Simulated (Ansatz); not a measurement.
One change: `[CH3][Al]([NH2])[SH]` becomes `CB(N)S`.

Ansatz, PBE0-D4/def2-TZVP geometries, multiplicity 1. Each molecule was computed in one conformer, which needn't be the lowest.

```json
{"property": "zero-point energy (PBE0-D4/def2-TZVP) / kJ/mol", "`[CH3][Al]([NH2])[SH]`": "185.8"}
{"property": "HOMO energy (PBE/def2-TZVPP) / eV", "`[CH3][Al]([NH2])[SH]`": "-5.87"}
{"property": "LUMO energy (PBE/def2-TZVPP) / eV", "`[CH3][Al]([NH2])[SH]`": "-0.70"}
{"property": "HOMO–LUMO gap (B3LYP/def2-TZVPP) / eV", "`[CH3][Al]([NH2])[SH]`": "6.69"}
{"property": "HOMO–LUMO gap (PBE0/def2-TZVPP) / eV", "`[CH3][Al]([NH2])[SH]`": "7.24"}
{"property": "LUMO energy (ωB97M-V/def2-TZVPP) / eV", "`[CH3][Al]([NH2])[SH]`": "1.50"}
```

Problem. What does the change do to each property? (Estimate.)

Solution. The calculation gave: 
```csv
property,`CB(N)S`,shift
zero-point energy (PBE0-D4/def2-TZVP) / kJ/mol,204.8,19.0
HOMO energy (PBE/def2-TZVPP) / eV,-5.83,0.04
LUMO energy (PBE/def2-TZVPP) / eV,-0.33,0.37
HOMO–LUMO gap (B3LYP/def2-TZVPP) / eV,7.00,0.31
HOMO–LUMO gap (PBE0/def2-TZVPP) / eV,7.58,0.34
LUMO energy (ωB97M-V/def2-TZVPP) / eV,1.93,0.43
```

With PBE0 the HOMO rises by 0.11 eV and the LUMO rises by 0.45 eV, so the gap widens by about 0.34 eV. PBE moves the HOMO by 0.04 eV and ωB97M-V by 0.13 eV.

B3LYP here is the variant with VWN-RPA as its local correlation; programs differ in this.
